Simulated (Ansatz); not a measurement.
`Cc1ccccc1C(=O)O` + `O[SiH2][SiH3]` → `O=C(O)O[SiH2][SiH3]` + toluene  (substitution at a C–C bond)

Gas-phase electronic energies from Ansatz, PBE0-D4/def2-TZVP geometries. CCSD(T)/CBS is the MP2 limit (def2-TZVPP, def2-QZVPP) plus CCSD(T) − MP2 in def2-TZVPP, frozen cores. Functionals use def2-TZVPP. Each species was taken in one conformer, which may not be the lowest.

| species | PBE energy (Eh) |
| --- | --- |
| `Cc1ccccc1C(=O)O` | -459.76325 |
| `O[SiH2][SiH3]` | -657.50599 |
| `O=C(O)O[SiH2][SiH3]` | -845.97844 |
| `Cc1ccccc1` | -271.29554 |

Q: Work out ΔE.

A: ΔE = (-845.97844) + (-271.29554) − (-459.76325) − (-657.50599) = -0.00474 Eh = -3.0 kcal/mol. CCSD(T)/CBS gives -2.4 kcal/mol.

Largest T1 diagnostic among the species: 0.015.

From PBE to PBE0 (25 % exact exchange), in def2-TZVPP and without D4, ΔE moves by −1.0 kcal/mol. In def2-TZVPP, CCSD(T) changes the Hartree–Fock value by +5.3 kcal/mol (the triples alone add +0.9 kcal/mol) and MP2 by +6.2 kcal/mol.
